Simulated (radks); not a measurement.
Effect of the nuclear size on the terbium ion Tb+, [Xe] 4f9 6s1. All-electron calculation, Dirac Kohn-Sham, LDA (Slater exchange, Perdew-Wang correlation), spin-unpolarised, spherical densities, finite nucleus; open shells fill j = l - 1/2 first; Fermi nuclear charge, rms radius 5.06 fm. Program: a radial shooting solver on a logarithmic mesh with Libxc functionals. The rms radius is varied about that value; shifts are against it.

rms radius (fm)  total energy shift (eV)  density at nucleus (e/bohr^3)  1s1/2 shift (meV)  2s1/2 shift (meV)  4p1/2 shift (meV)  5s1/2 shift (meV)  5p1/2 shift (meV)  6s1/2 shift (meV)  6p1/2 (empty) shift (meV)
4.4933                             -4.73                      7.056e+05              -1950               -253              0.238              -1.99              0.142             -0.176                      0.052
4.8171                             -2.08                      6.928e+05               -856               -111              0.105             -0.873              0.063             -0.077                      0.023
5.06                                   0                      6.839e+05              0.000              0.000              0.000              0.000              0.000              0.000                      0.000
5.3484                              2.57                       6.74e+05               1060                137             -0.129               1.08             -0.077              0.095                     -0.028
6.3048                              11.8                      6.454e+05               4870                632             -0.591               4.96             -0.355              0.439                     -0.129

Slopes of the eigenvalues against <r^2> in GHz/fm^2, as finite differences over the two radii next to the reference (eigenvalue slopes, not the field-shift constants of lines): 1s1/2 85600, 2s1/2 11100, 4p1/2 -10.5, 5s1/2 87.4, 5p1/2 -6.25, 6s1/2 7.73, 6p1/2 (empty) -2.27.
